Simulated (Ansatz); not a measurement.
Basis-set extrapolation for BCl3H4OSi, SMILES `[SiH3][OH+][B-](Cl)(Cl)Cl` (PBE0-D4/def2-TZVP geometry, frozen core, the Gaussian-basis code of Ansatz). Multiplicity 1, RHF reference.

|  | def2-TZVPP | def2-QZVPP |
| --- | --- | --- |
| HF | -1769.561471 | -1769.613278 |
| MP2 correlation | -1.053013 | -1.148963 |
| CCSD(T) correlation | -1.164526 | not run |

Energies in hartree. Use E(X) = E(∞) + A·exp(−7.88·√X) for Hartree–Fock and E(X) = E(∞) + B·X^(−2.97) for correlation, with X = 3 and 4, and add CCSD(T) minus MP2 of the smaller set to the MP2 limit.

Question: What is the CCSD(T) energy at the basis-set limit?

Answer: HF limit: -1769.613278 + (-0.051807) × 0.13774 = -1769.62041. MP2 limit: -1.148963 + (-0.095950) × 0.74074 = -1.22004. Higher-order term: -1.164526 − (-1.053013) = -0.11151. Total: -1770.95196 hartree, 593.3 kJ/mol below CCSD(T)/def2-TZVPP.
